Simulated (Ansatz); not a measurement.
C2H6F2OSi, singlet, geometry from GFN2-xTB; Ansatz (a first-principles code) with CAM-B3LYP/STO-3G.

Input for Ansatz:
Ansatz 0.2 input:
```yaml
crystal:
  periodic: [false, false, false]
  atoms:
    - {symbol: Si, position_ang: [0.85393139, 0.26963572, 0.62531816]}
    - {symbol: F, position_ang: [1.85844196, -0.90818204, 0.22969434]}
    - {symbol: F, position_ang: [1.43893415, 1.46081399, -0.26455465]}
    - {symbol: O, position_ang: [-0.66073317, -0.06833548, 0.28479816]}
    - {symbol: C, position_ang: [-1.37802035, -0.42329800, -0.87983138]}
    - {symbol: C, position_ang: [-2.85060016, -0.56757418, -0.53485817]}
    - {symbol: H, position_ang: [0.87115405, 0.56383896, 2.02450951]}
    - {symbol: H, position_ang: [-1.23550455, 0.35338504, -1.63854054]}
    - {symbol: H, position_ang: [-0.98015025, -1.36648416, -1.26901381]}
    - {symbol: H, position_ang: [-3.23598868, 0.37148337, -0.14684010]}
    - {symbol: H, position_ang: [-3.41126190, -0.84315620, -1.42352687]}
    - {symbol: H, position_ang: [-2.98208493, -1.33573783, 0.22245230]}
basis:
  gaussian:
    orbitals: STO-3G
hamiltonian:
  xc: cam_b3lyp
```

Output, abridged:

```
Functional definition: CAM-B3LYP
539 factors; integrals over basis functions are off by at most 3.5e-5 eV
209 factors; integrals over basis functions are off by at most 2.9e-6 eV
mean field evaluation 1: about -17298.9476 eV, gradient 3.0e1 eV
mean field evaluation 2: about -17301.3164 eV, gradient 1.7e1 eV
mean field evaluation 4: about -17302.1951 eV, gradient 4.7e-1 eV
mean field evaluation 8: about -17302.1684 eV, gradient 4.5e-3 eV
mean field -17302.16839794 eV, -635.8429607935 hartree, gradient 2.9e-5 eV, S^2 0.000000; 0 other end points of the search recorded, 0 dependent functions left out
reference -17302.16849385 eV, -635.8429643178 hartree; 29, 29 occupied and 11, 11 virtual orbitals, 539 factors
Total energy: -17302.16849385 eV, -635.8429643178 hartree
```
